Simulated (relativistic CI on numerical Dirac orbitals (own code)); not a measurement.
**What each ingredient does to the levels of Ru²⁶⁺**

Base calculation: Dirac-Coulomb-Breit CI, orbitals from a KLI potential per configuration, model QED (radiative potential, 1s self-energy scaled to tabulated hydrogen-like ionisation energies), unscaled Slater integrals.

Configuration list (outside the closed core [Ne]): 3s2 3p6, 3s2 3p5 3d, 3s 3p6 3d, 3s2 3p5 4s, 3s2 3p5 4p, 3s2 3p5 4d, 3s 3p6 4s, 3p6 3d 4p, 3p6 3d2, 3p5 3d3, 3p5 3d2 4s, 3p5 3d2 4p, 3p5 3d2 4d, 3p6 3d 4s, 3p5 3d 4s2, 3p5 3d 4s 4p, 3p5 3d 4s 4d. Double excitations out of closed p, d and f shells are left out; levels of such configurations are missing from the list, as are those of other unlisted configurations, and high levels can miss mixing partners.

Variants: (1) Breit term removed; (2) non-relativistic limit. Shifts of the energy above 3s2 3p6 1S_0, in eV, for the lowest level and the first level of each name with at least 55 % of one term (blank where a level changes its place among those of its configuration and J or its character, or is not in the variant):

| Level | Base | Δ(1) | Δ(2) |
| --- | --- | --- | --- |
| 3s2 3p6 1S_0 | 0.000 | 0.000 | 0.000 |
| 3s2 3p5 3d 3P°_0 | 118.111 | +0.272 | -1.903 |
| 3s2 3p5 3d 3P°_1 | 121.210 | +0.408 | -5.002 |
| 3s2 3p5 3d 3F°_3 | 126.434 | +0.445 | -5.303 |
| 3s2 3p5 3d 3F°_4 | 128.914 | +0.723 | -7.783 |
| 3s2 3p5 3d 3D°_3 | 137.836 | +0.634 | -7.851 |
| 3s2 3p5 3d 3D°_1 | 146.444 | +0.607 | -16.459 |
| 3s2 3p5 3d 3F°_2 | 154.075 | +0.868 |  |
| 3s2 3p5 3d 1P°_1 | 184.855 | +0.746 | -19.562 |
| 3s 3p6 3d 3D_1 | 254.914 | +0.289 | -35.601 |
| 3s 3p6 3d 3D_2 | 256.598 | +0.384 | -37.285 |
| 3s 3p6 3d 3D_3 | 260.901 | +0.614 | -41.588 |
| 3s 3p6 3d 1D_2 | 270.110 | +0.529 | -40.413 |
| 3p6 3d2 3F_2 | 517.582 | +0.648 | -72.541 |

At this charge energies of transitions that change n are usually good to better than 1 %, and those within a shell (Δn = 0) to a few per cent.

Ionisation energy from the two ground configurations alone: base 1447.38 eV; Breit term removed 1448.24 eV. The NIST ASD value (semi-empirical) is 1447 eV.

LS names give the leading component of a level, which can be under half, so a name can repeat, a term be missing and a line seem to break the LS rules.
